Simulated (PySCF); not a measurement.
A run for PySCF: R-M06-2X/def2-TZVPP on Br4Zn2 (SMILES [Br][Zn]1<-[Br][Zn]([Br])<-[Br]1).

```python
from pyscf import gto, dft

mol = gto.M(
    atom='''
    Zn    1.63215929    0.00486135   -0.00433574
    Zn   -1.63216096   -0.00467223    0.00120566
    Br   -0.00539560    1.83789780   -0.01966178
    Br    0.00537947   -1.83773956    0.00926889
    Br    3.89902688    0.01150159    0.00010962
    Br   -3.89900907   -0.01174894    0.01341335
    ''',
    basis='def2-tzvpp',
    charge=0, spin=0, verbose=4, max_memory=1800)
mf = dft.RKS(mol, xc='m062x').density_fit(auxbasis='def2-universal-jkfit')
mf.grids.level = 4
mf.conv_tol = 1e-9
mf.max_cycle = 150
mf.kernel()
mf.dip_moment()
```

Program output:

```
PySCF version 2.14.0

[INPUT] verbose = 4
[INPUT] num. atoms = 6
[INPUT] num. electrons = 200
[INPUT] charge = 0
[INPUT] spin (= nelec alpha-beta = 2S) = 0
[INPUT] symmetry False subgroup None
[INPUT] Mole.unit = angstrom
[INPUT] Symbol           X                Y                Z      unit          X                Y                Z       unit  Magmom
[INPUT]  1 Zn     1.632159290000   0.004861350000  -0.004335740000 AA    3.084334049765   0.009186620096  -0.008193361147 Bohr   0.0
[INPUT]  2 Zn    -1.632160960000  -0.004672230000   0.001205660000 AA   -3.084337205607  -0.008829235091   0.002278367199 Bohr   0.0
[INPUT]  3 Br    -0.005395600000   1.837897800000  -0.019661780000 AA   -0.010196206278   3.473123486941  -0.037155379321 Bohr   0.0
[INPUT]  4 Br     0.005379470000  -1.837739560000   0.009268890000 AA    0.010165724995  -3.472824456679   0.017515663579 Bohr   0.0
[INPUT]  5 Br     3.899026880000   0.011501590000   0.000109620000 AA    7.368092955517   0.021734855097   0.000207151778 Bohr   0.0
[INPUT]  6 Br    -3.899009070000  -0.011748940000   0.013413350000 AA   -7.368059299495  -0.022202278854   0.025347557913 Bohr   0.0

nuclear repulsion = 2602.26150469007
number of shells = 100
number of NR pGTOs = 634
number of NR cGTOs = 320
basis = def2-tzvpp
ecp = {}


******** <class 'pyscf.df.df_jk.DFRKS'> ********
method = DFRKS
initial guess = minao
damping factor = 0
level_shift factor = 0
DIIS = <class 'pyscf.scf.diis.CDIIS'>
diis_start_cycle = 1
diis_space = 8
diis_damp = 0
SCF conv_tol = 1e-09
SCF conv_tol_grad = None
SCF max_cycles = 150
direct_scf = False
XC library pyscf.dft.libxc version 7.1.2
    S. Lehtola, C. Steigemann, M. J. T. Oliveira, and M. A. L. Marques,  SoftwareX 7, 1–5 (2018)
XC functionals = m062x
    Y. Zhao and D. G. Truhlar,  Theor. Chem. Acc. 120, 215 (2008)
    Y. Zhao and D. G. Truhlar,  Theor. Chem. Acc. 120, 215 (2008)
radial grids:
    Treutler-Ahlrichs [JCP 102, 346 (1995); DOI:10.1063/1.469408] (M4) radial grids

becke partition: Becke, JCP 88, 2547 (1988); DOI:10.1063/1.454033
pruning grids: <function nwchem_prune>
grids dens level: 4
symmetrized grids: False
atomic radii adjust function: <function treutler_atomic_radii_adjust>
small_rho_cutoff = 0
Set gradient conv threshold to 3.16228e-05
Initial guess from minao.
tot grids = 181504
******** <class 'pyscf.df.df.DF'> ********
auxbasis = def2-universal-jkfit
init E= -13851.2242933626
  HOMO = -0.344398373720291  LUMO = -0.0663104740827283  gap/eV = 7.56716
cycle= 1 E= -13855.7044925903  delta_E= -4.48  |g|= 0.844  |ddm|= 2.81
  HOMO = -0.33079197868663  LUMO = -0.0941603763586687  gap/eV = 6.43907
cycle= 2 E= -13855.6479194937  delta_E= 0.0566  |g|=  1.3  |ddm|= 1.21
  HOMO = -0.345602477078185  LUMO = -0.0542867998092782  gap/eV = 7.92710
cycle= 3 E= -13855.8142459082  delta_E= -0.166  |g|= 0.095  |ddm|= 0.529
  HOMO = -0.350068629125761  LUMO = -0.0438083445268546  gap/eV = 8.33377
cycle= 4 E= -13855.8157251876  delta_E= -0.00148  |g|= 0.0279  |ddm|= 0.104
  HOMO = -0.349527673130602  LUMO = -0.0460290391226299  gap/eV = 8.25862
cycle= 5 E= -13855.8159115531  delta_E= -0.000186  |g|= 0.0117  |ddm|= 0.0304
  HOMO = -0.349920071412896  LUMO = -0.0451145672550723  gap/eV = 8.29418
cycle= 6 E= -13855.8159401889  delta_E= -2.86e-05  |g|= 0.00192  |ddm|= 0.0116
  HOMO = -0.349729182553193  LUMO = -0.0451075173329053  gap/eV = 8.28918
cycle= 7 E= -13855.815941076  delta_E= -8.87e-07  |g|= 0.000513  |ddm|= 0.00249
  HOMO = -0.349788066987304  LUMO = -0.0451369983089934  gap/eV = 8.28998
cycle= 8 E= -13855.8159411374  delta_E= -6.14e-08  |g|= 8.47e-05  |ddm|= 0.000626
  HOMO = -0.349783214025118  LUMO = -0.0451336382492591  gap/eV = 8.28994
cycle= 9 E= -13855.815941139  delta_E= -1.63e-09  |g|= 2.42e-05  |ddm|= 9.66e-05
  HOMO = -0.349782397298051  LUMO = -0.0451320287420489  gap/eV = 8.28996
cycle= 10 E= -13855.8159411392  delta_E= -1.56e-10  |g|= 6.88e-06  |ddm|= 2.65e-05
  HOMO = -0.3497834703646  LUMO = -0.045132738268483  gap/eV = 8.28997
Extra cycle  E= -13855.8159411392  delta_E= 7.28e-12  |g|= 8.83e-06  |ddm|= 9.48e-06
converged SCF energy = -13855.8159411392
Dipole moment(X, Y, Z, Debye):  0.00002,  0.00073, -0.01997
```

Self-consistency was reached.

Cost: very roughly 2.0 core-minutes.
